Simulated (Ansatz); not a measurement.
This geometry of BF$_{2}$H$_{3}$O (7 atoms, charge 0, multiplicity 1) is a first-order saddle point.

Method: Ansatz 0.2.0, RKS PBE-D4/def2-SVP.

```xyz
7
Properties=species:S:1:pos:R:3
B 0.030 0.299 0.060
F -0.309 -0.350 1.593
F 1.286 -0.075 -0.267
H -0.902 0.015 -0.659
O -0.031 1.642 0.730
H 0.876 2.007 0.791
H -0.237 0.759 1.676
```

(1) Which two structures does it join? (They come from a converged band through this point; their orientation in space is the band's.)

(2) How far does it lie above each of them?

## Answers

(1) Bonds broken: B1–F2, O5–H7. Bonds formed: F2–H7. BF2H3O becomes BFH2O + FH.

Image 0:

```xyz
7
Properties=species:S:1:pos:R:3
B -0.028 -0.013 0.157
F -0.228 -0.728 1.309
F 1.266 -0.009 -0.292
H -0.924 0.012 -0.668
O -0.076 1.656 0.860
H 0.859 1.929 0.742
H -0.156 1.449 1.816
```

Image 8:

```xyz
7
Properties=species:S:1:pos:R:3
B 0.123 0.495 -0.257
F -0.383 -0.340 2.247
F 1.317 0.001 -0.594
H -0.900 0.008 -0.677
O 0.058 1.624 0.524
H 0.952 1.957 0.743
H -0.455 0.551 1.937
```

(2) 0.77 eV above the first and 0.35 eV above the second. This is the barrier of this one path; another mechanism may lie lower. The orbitals stay closed-shell, which can raise the energy where a bond breaks towards radicals; this wasn't checked here.

Time of the run: 2.2 min on 1 thread of Arm Neoverse V1 (shared host), peak memory 0.13 GiB.
